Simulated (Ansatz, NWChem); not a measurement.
# Heat of formation of BH3O3 (boric acid) from total energies

The species is BH3O3 (7 atoms), meant as a singlet with charge 0. SMILES: `OB(O)O`. Geometry: relaxed at PBE0-D4/def2-TZVP. This is a higher conformer, about 20 kJ/mol above the lowest found by a separate search.

Total energies at M06-2X/def2-SVPD (NWChem 7.3.0); the atoms run unrestricted:

| species | state | energy (Eh) |
| --- | --- | --- |
| BH3O3 | singlet | -252.230284 |
| O | triplet | -74.979524 |
| B | doublet | -24.619713 |
| H | doublet | -0.497412 |

Harmonic wavenumbers at PBE0-D4/def2-TZVP, in cm⁻¹: 294, 444, 459, 475, 523, 677, 887, 940, 1021, 1036, 1436, 1497, 3912, 3924, 3939.

Measured heats of formation of the gaseous atoms at 298.15 K, in kJ/mol: O 249.2, B 570.3, H 218.0. Spin-orbit lowering of the atoms at 298 K (mean of the ground term's levels less their thermal mean, from spectra), in kJ/mol: O 0.40, B 0.00. Take 1 Eh = 2625.50 kJ/mol, 1 cm⁻¹ = 0.0119627 kJ/mol, RT = 2.479 kJ/mol.

Problem. Work out the heat of formation of the gas at 298 K.

Solution. 
1. Electronic atomisation energy: 3 × (-74.979524) + (-24.619713) + 3 × (-0.497412) − (-252.230284) = 1.179763 Eh = 3097.5 kJ/mol.
2. Zero-point energy: half the sum of the wavenumbers, 10732 cm⁻¹ = 128.4 kJ/mol.
3. Thermal vibrational enthalpy, Σ hcν̃/(exp(hcν̃/kT) − 1): 4.5 kJ/mol. Translation, rotation and pV of a non-linear molecule: 4 RT = 9.9 kJ/mol.
4. The 7 free atoms carry 5/2 RT each: 43.4 kJ/mol.
5. Spin-orbit coupling lowers the free atoms by 3 × 0.40 + 0.00 = 1.2 kJ/mol.
6. Atomisation enthalpy at 298 K: 3097.5 − 1.2 − 128.4 − 4.5 − 9.9 + 43.4 = 2996.9 kJ/mol.
7. Sum of the atoms' heats of formation: 1971.9 kJ/mol. Heat of formation: 1971.9 − 2996.9 = -1025.0 kJ/mol.

No measured value is set beside it here. Anharmonicity and any spin-orbit splitting of the molecule are left out.
